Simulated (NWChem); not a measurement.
## Atomisation of hydrogen (H2)

```
H
H 1 0.7683
```
Charge 0, spin multiplicity 1.

All runs are NWChem calculations. Structure: optimised with PBE/def2-SVP, a minimum by its harmonic frequencies.

Basis set: def2-QZVP. The atomisation energy is electronic alone: no zero-point, thermal, spin-orbit or counterpoise terms. No value is extrapolated to the basis-set limit. Free atoms are single determinants with multiplicities H 2.

The correlated methods freeze no orbitals. B3LYP has NWChem's definition, with VWN1-RPA local correlation. No SCF solution was tested for a lower state.

Task: One of these methods gave an atomisation energy of 104.2 kcal/mol. Which?
(A) MP2
(B) LDA (SVWN5)
(C) B3LYP
(D) r2SCAN

Result: A, MP2. The others give 110.1 (B3LYP), 113.3 (LDA (SVWN5)), 107.4 (r2SCAN).
